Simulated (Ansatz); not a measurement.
`CCB(F)F` + `C=O` → `O=CCB(F)F` + CH₄  (formal exchange of groups at a C–C bond)

Computed with Ansatz on PBE0-D4/def2-TZVP structures; ΔE is electronic, products minus reactants. CBS: MP2 limit from def2 TZ/QZ plus the TZ coupled-cluster correction, frozen cores. This one scheme is used for every species. DFT in def2-TZVPP. B3LYP here is the variant with VWN-RPA as its local correlation; programs differ in this. One conformer a species, not always the lowest.

(1) Is it downhill or uphill in electronic energy at CCSD(T)/CBS, and by how much? (Best estimate.)

(2) What do these levels give: ωB97X-V, r2SCAN, PBE0, B3LYP, SCS-MP2/def2-TZVPP, CCSD(T)/def2-TZVPP? (An estimate is asked.)

Largest T1 diagnostic among the species: 0.015.

## Answers

(1) Computed: Downhill: ΔE = -41.6 kJ/mol.

(2) Computed: ωB97X-V -43.7, r2SCAN -51.7, PBE0 -46.7, B3LYP -45.9, SCS-MP2/def2-TZVPP -40.3, CCSD(T)/def2-TZVPP -41.3 kJ/mol.
